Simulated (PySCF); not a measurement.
**Magnetic susceptibility: `C=C(CC=O)[S@](C)=O`, C$_{5}$H$_{8}$O$_{2}$S**

Cartesian coordinates in Å; atom numbers follow the order of the lines, from 1:
```xyz
16

C     0.3463   -1.8347   -0.2119
C    -0.2776   -0.8331    0.3742
C    -1.4479   -0.0572   -0.1522
C    -0.9623    0.8823   -1.2267
O    -0.9581    2.0765   -1.1455
S     0.2869   -0.3023    2.0425
C     1.1426    1.2142    1.4188
O     1.3478   -1.2321    2.4182
H     1.1727   -2.3051    0.2971
H     0.0730   -2.2271   -1.1773
H    -1.9174    0.5103    0.6528
H    -2.1768   -0.7376   -0.5979
H    -0.5634    0.3605   -2.1162
H     1.6482    1.6628    2.2677
H     1.8686    0.9296    0.6651
H     0.4098    1.9019    1.0146
```

Level of theory: GIAO HF/pcSseg-1 magnetisability, rotational g tensor and spin-rotation constants, non-relativistic, gas phase (PySCF 2.14.0). Geometry: GFN2-xTB.

(1) What are the magnetisability and the molar susceptibility?

(2) Split it along the inertial axes a, b, c into diamagnetic and paramagnetic parts about the centre of mass, with the quadrupole moment.

(3) And the rotational g tensor?

Results:

(1) Isotropic -1175 × 10⁻³⁰ J/T², or -70.8 × 10⁻⁶ cm³/mol; principal values -1342, -1203, -981 × 10⁻³⁰ J/T², anisotropy 315 × 10⁻³⁰ J/T² (root of half the summed squared differences of the principal values). The susceptibility is in cgs units.

(2) 
```
axis  χ (10⁻⁶ cm³/mol)  diamagnetic (10⁻⁶ cm³/mol)  paramagnetic (10⁻⁶ cm³/mol)  summed x² of all electrons (Å²)  quadrupole Θ (D Å)
   a             -72.3                      -536.8                        464.5                            212.6              -21.35
   b             -64.7                     -1052.1                        987.3                             91.2              +13.51
   c             -75.3                     -1288.8                       1213.5                             35.4               +7.85
```
Anisotropies 2χaa − χbb − χcc = -4.6 and 2χbb − χaa − χcc = +18.2 × 10⁻⁶ cm³/mol. Θ is traceless in Buckingham's convention.

(3) 
```csv
axis,rotational constant (GHz),g,nuclear part,electronic part
a,2.9179,-0.0277,0.6090,-0.6367
b,1.2080,-0.0274,0.5329,-0.5603
c,0.9798,-0.0158,0.5428,-0.5586
```
Asymmetric top; isotopes 12C, 1H, 16O, 32S; no vibrational averaging.
